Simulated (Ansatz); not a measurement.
C2H7AlSi can be A, `[CH3][Al]1[CH2][SiH2]1`, or B, `[CH2]1C[SiH2][AlH]1`.

Gas-phase electronic energies from Ansatz, PBE0-D4/def2-TZVP geometries. CBS: MP2 limit from def2 TZ/QZ plus the TZ coupled-cluster correction, frozen cores. Functionals use def2-TZVPP. B3LYP here is the variant with VWN-RPA as its local correlation; programs differ in this.

Question: Which is lower in electronic energy at CCSD(T)/CBS, and by how much? (Best estimate.)

Answer: The calculation gave: B, by 14.5 kJ/mol.

Question: Give E(B) − E(A) in kJ/mol with CCSD(T)/def2-TZVPP, BLYP-D4, ωB97M-V, LDA (SPW92), B2PLYP, B3LYP, PBE0-D4. (Estimate.)

Answer: Computed: CCSD(T)/def2-TZVPP -15.7, BLYP-D4 -11.6, ωB97M-V -14.4, LDA (SPW92) -14.7, B2PLYP -11.0, B3LYP -8.3, PBE0-D4 -15.4. None reverses the order clearly.

Question: Does the order hold for the free energy at 298.15 K (harmonic terms from PBE0-D4)? (Estimate.)

Answer: The calculation gave: Yes: G(B) − G(A) = -6.8 kJ/mol. Modes under 60 cm⁻¹, often nearly free rotors, make the harmonic entropy too high.

Largest T1 diagnostic: 0.012.

From BLYP to BHLYP (50 % exact exchange), in def2-TZVPP and without D4, E(B) − E(A) moves by −11.1 kJ/mol. The D4 term adds −5.7 kJ/mol with B3LYP and −2.8 kJ/mol with PBE0; it sums over pairs of atoms, weighted by their polarisabilities, and B3LYP, whose exchange is more repulsive, gets the larger term.
